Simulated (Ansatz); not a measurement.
Na6Au⁺, relaxed as a singlet with RKS PBE-D4/def2-SVP in Ansatz, starting from the GFN2-xTB geometry. Force threshold 0.02 eV/Å.

In the def2 sets Au takes a core potential; there is no spin–orbit coupling. The restricted singlet is unstable towards broken spin symmetry in Hartree–Fock (as tested in another run); at PBE-D4/def2-SVP this wasn't settled. The relaxation made no stability test and no search for a lower SCF solution. No other spin state of charge 1 was run. Another isomer (singlet) lies 0.46 eV lower at PBE0-D4/def2-TZVP; other spin states weren't run for this one.

Start:

```xyz
7

Au    1.0880    1.3107   -1.5570
Na    3.0581    0.9795    0.5766
Na   -0.9725    1.6182   -3.4763
Na   -2.5151   -0.1709   -1.3252
Na   -3.2567   -1.7251    1.1719
Na   -0.1313   -1.0548    1.6916
Na    2.7296   -0.9576    2.9184
```

**Question.** Estimate the energy that the relaxation releases and the steps that it takes.

**Answer.** 17.9 kcal/mol, in 12 steps; 39 s on 4 threads of Arm Neoverse N1 on a shared host. The force fell under the threshold at step 11, but the optimiser went on. No frequencies were taken in this run, so the end may be a saddle point.

**Question.** Does the start keep its bonding?

**Answer.** Bonds lost: Na3–Na4 (atoms count from 1). Bonds formed: Au1–Na4, Au1–Na6 (atoms count from 1).

**Question.** Predict the relaxed structure.

**Answer.** 
```xyz
7

Au    0.105    0.794   -1.278
Na    2.681    0.920    0.111
Na    0.335    2.226   -3.611
Na   -2.612   -0.290   -1.115
Na   -3.370   -2.086    1.624
Na   -0.120   -0.756    1.297
Na    2.980   -0.809    2.972
```
Bond lengths (bridged metal pairs left out): 6 × Na–Na 3.36 to 3.53 Å; 4 × Au–Na 2.75 to 3.01 Å.
